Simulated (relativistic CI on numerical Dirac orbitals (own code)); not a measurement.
**Rh²⁶⁺: sensitivity of the levels to the model**

Base calculation: Dirac-Coulomb-Breit CI, separate exchange-only KLI orbitals for each configuration, a model potential for QED, unscaled Slater integrals.

Configuration list (outside the closed core [Ne]): 3s2 3p6 3d, 3s2 3p5 3d2, 3s 3p6 3d2, 3s2 3p6 4s, 3s2 3p6 4p, 3s2 3p6 4d, 3s2 3p6 4f, 3s2 3p5 3d 4s, 3s2 3p5 3d 4p, 3s2 3p5 3d 4d, 3s 3p6 3d 4s, 3p6 3d2 4p, 3s2 3p5 3d 4f, 3s 3p6 3d 4p, 3s2 3p6 5s, 3s2 3p6 5p, 3s 3p6 3d 4d, 3s2 3p6 5d, 3s2 3p6 5f, 3s2 3p6 5g, 3s 3p6 3d 4f, 3p6 3d3, 3p5 3d4, 3p6 3d2 4s, 3p5 3d3 4s, 3p6 3d2 4d, 3p5 3d3 4d. Double excitations out of closed p, d and f shells are left out; levels of such configurations are missing from the list, as are those of other unlisted configurations, and high levels can miss mixing partners. These lack a partner that the ground configuration has and come out too high: 3s2 3p5 3d 4p, 3s2 3p5 3d 4f.

Variants: (1) configuration mixing switched off; (2) one mean potential for all configurations. Shifts of the energy above 3s2 3p6 3d 2D_3/2, in cm⁻¹, for the lowest level and the first level of each name with at least 55 % of one term (blank where a level changes its place among those of its configuration and J or its character, or is not in the variant):

| Level | Base | Δ(1) | Δ(2) |
| --- | --- | --- | --- |
| 3s2 3p6 3d 2D_3/2 | 0 | 0 | 0 |
| 3s2 3p6 3d 2D_5/2 | 53315 | +103 | +24 |
| 3s2 3p5 3d2 4D°_1/2 | 1011407 | -6241 | -222 |
| 3s2 3p5 3d2 4D°_3/2 | 1021364 | -6105 | -220 |
| 3s2 3p5 3d2 4D°_5/2 | 1045904 | -5976 | -218 |
| 3s2 3p5 3d2 4D°_7/2 | 1088690 | -5684 | -217 |
| 3s2 3p5 3d2 4G°_9/2 | 1092691 | -5253 | -209 |
| 3s2 3p5 3d2 4G°_11/2 | 1110759 | -5012 | -210 |
| 3s2 3p5 3d2 4P°_5/2 | 1119818 | -5838 | -215 |
| 3s2 3p5 3d2 4P°_3/2 | 1125557 | -5691 | -208 |
| 3s2 3p5 3d2 4F°_9/2 | 1170200 | -5999 | -217 |
| 3s2 3p5 3d2 2D°_5/2 | 1171797 | -5838 | -223 |
| 3s2 3p5 3d2 2F°_7/2 | 1182432 | -5678 | -206 |
| 3s2 3p5 3d2 2H°_11/2 | 1189025 | -5061 | -206 |
| 3s2 3p5 3d2 2P°_1/2 | 1224436 | -6226 | -223 |
| 3s2 3p5 3d2 2G°_9/2 | 1244767 | -5755 | -202 |
| 3s 3p6 3d2 4F_3/2 | 2149702 | -3743 | +402 |
| 3s 3p6 3d2 4F_5/2 | 2167589 | -3769 | +389 |
| 3s 3p6 3d2 4F_7/2 | 2196204 | -3711 | +363 |
| 3s 3p6 3d2 4F_9/2 | 2225557 | -3692 | +342 |
| 3s 3p6 3d2 4P_1/2 | 2237632 | -3659 | +401 |
| 3s 3p6 3d2 4P_5/2 | 2253323 | -3991 | +380 |

At this charge energies of transitions that change n are usually good to better than 1 %, and those within a shell (Δn = 0) to a few per cent.

Ionisation energy from the two ground configurations alone: base 1344.2 eV. The NIST ASD value (theoretical) is 1344 eV.

LS names give the leading component of a level, which can be under half, so a name can repeat, a term be missing and a line seem to break the LS rules.
